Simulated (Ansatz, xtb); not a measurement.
**Two isomers of C5H5NO2**

We compare I, `NC1=CC(=O)OC=C1`, a singlet, with II, `[H]/N=C1\C=COC(=O)C1`, a singlet. Both are isolated molecules in the gas phase, relaxed with B3LYP-D3(BJ)/def2-SVP; the shapes shown needn't be the lowest conformers.

I (Å):

```xyz
13

C    -0.5870    0.0463    0.0066
C    -1.8912    0.0227    0.6285
C    -2.1821   -0.9995    1.4661
C    -0.0244   -2.0519    1.1877
C     0.2988   -0.9727    0.2983
N    -0.2900    1.0580   -0.8531
O    -1.3397   -1.9871    1.7533
O     0.6538   -2.9875    1.5176
H     0.6439    1.1471   -1.2290
H    -0.9077    1.8514   -0.9447
H    -2.6305    0.7997    0.4324
H    -3.1411   -1.1010    1.9815
H     1.2964   -1.0040   -0.1414
```

II (Å):

```xyz
13

C    -0.5638   -0.9774   -1.1405
C    -0.1592   -2.3744   -0.9765
C     0.0358   -2.8868    0.2516
C    -0.5276   -0.8802    1.4288
C    -0.4033   -0.1418    0.1149
N    -0.9856   -0.4141   -2.2062
O    -0.1438   -2.2126    1.4192
O    -0.8680   -0.3966    2.4645
H    -0.9999   -1.0852   -2.9836
H    -0.0409   -3.0191   -1.8494
H     0.3296   -3.9214    0.4390
H     0.6204    0.2801    0.1071
H    -1.0946    0.7100    0.1158
```

Energies in hartree; the thermal terms are from GFN2-xTB frequencies at re-optimised GFN2-xTB minima (ideal gas, soft modes damped towards free rotors, one conformer each, 298.15 K, 1 atm) and include the zero-point energy:

|  | I | II |
| --- | --- | --- |
| E, CCSD(T)/def2-SVP | −397.363596 | −397.351107 |
| E, MP2/def2-SVP | −397.280495 | −397.263137 |
| E, MP2/def2-TZVPP | −398.016848 | −397.996981 |
| zero-point energy | 0.093198 | 0.093172 |
| H(298 K) − E | 0.101114 | 0.100886 |
| G(298 K) − E | 0.062346 | 0.061889 |

Problem. Correct the CCSD(T) difference for the basis set by the MP2 change, then work out ΔE, ΔE₀, ΔH and ΔG for I → II in kJ/mol (1 Eh = 2625.50 kJ/mol) and the equilibrium ratio [II]/[I].

Solution. 1. Differences II − I: CCSD(T) +0.012489, MP2 in the small set +0.017358, MP2 in the large set +0.019867 Eh.
2. ΔE = +0.012489 + (+0.019867 − (+0.017358)) = +0.014998 Eh = +39.38 kJ/mol.
3. ΔE₀ = ΔE + ΔZPE = +0.014998 + (−0.000026) Eh = +39.31 kJ/mol.
4. ΔH = ΔE + (−0.000228) Eh = +38.78 kJ/mol.
5. ΔG = ΔE + (−0.000457) Eh = +38.18 kJ/mol, so ΔS = (ΔH − ΔG)/T = +2.0 J/(mol K).
6. kT = 0.9442 mEh, so K = [II]/[I] = exp(−ΔG/kT) = exp(−15.40) ≈ 2.0 × 10^−7.

Structure I is favoured at this temperature. An error of 4 kJ/mol in ΔG would change K by a factor of 5. Mirror images and further conformers aren't counted.

As drawn, II has 1 C=N, 1 C–C, 1 C–H in place of 1 C–N, 1 C=C, 1 N–H.

Other levels gave ΔE = +62.4 (GFN2-xTB); +9.3 (HF/STO-3G, GFN2-xTB geometries); +71.6 (r2SCAN-D4/def2-SVP, GFN2-xTB geometries); +61.3 (B3LYP-D3(BJ)/def2-SVP); +44.3 (HF/def2-SVP); +45.6 (MP2/def2-SVP); +32.8 (CCSD(T)/def2-SVP) kJ/mol. The correlated steps freeze 8 core orbitals. Programs: Ansatz 0.2.0, xtb 6.7.1.
